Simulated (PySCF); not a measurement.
# Ions at one geometry of [HfF3(H2O)]+

PySCF 2.14.0, RKS PBE0, Hf def2-SVP with ECP60, F def2-SVP, O def2-SVP, H def2-SVP; non-relativistic Hamiltonian with scalar-relativistic core potentials where named; density fitting; no spin-orbit coupling; singlets restricted, open shells unrestricted. The geometry is relaxed for charge +1, singlet, vacuum:

```xyz
7

Hf    0.0292   -0.0406    0.0406
F     1.0414    1.1491    1.0733
F    -1.1012   -1.0953    1.0953
F     1.0414   -1.0733   -1.1491
O    -1.2174    1.2285   -1.2285
H    -1.5481    2.1209   -1.0136
H    -1.5481    1.0136   -2.1209
```

Energies count from the relaxed state; an electron taken off or put on is at rest in vacuum. Charges and spins are Mulliken's.

```json
{"state": "charge +1, singlet, vacuum", "energy (eV)": "0.00", "spin squared": "0.00", "charge on Hf1 (e)": "1.57", "spin on Hf1 (e)": "0.00", "dipole about the centre of mass (D)": "8.07"}
{"state": "charge +2, doublet, vacuum", "energy (eV)": "19.43", "spin squared": "0.77", "charge on Hf1 (e)": "1.79", "spin on Hf1 (e)": "-0.11", "dipole about the centre of mass (D)": "6.60"}
```

Question: What does the state charge 0, doublet, vacuum give?

Answer: energy (eV) -4.89, spin squared 0.75, charge on Hf1 (e) 0.87, spin on Hf1 (e) 0.83, dipole about the centre of mass (D) 3.45.

With an electron taken off (doublet) the charges change, summed by element, by Hf +0.23 e, F +0.70 e, O +0.01 e, H +0.06 e. The vertical ionisation energy is 19.43 eV, against −ε(HOMO) = 16.94 eV of the relaxed state. The level lies 2.5 eV too high, as is usual for semilocal functionals and global hybrids, which keep a self-interaction error.

With an electron put on (doublet) the charges change, summed by element, by Hf -0.70 e, F -0.12 e, O +0.10 e, H -0.28 e. The vertical electron affinity is 4.89 eV, against −ε(LUMO) = 6.73 eV of the relaxed state.

Open shells may have lower solutions than those found.
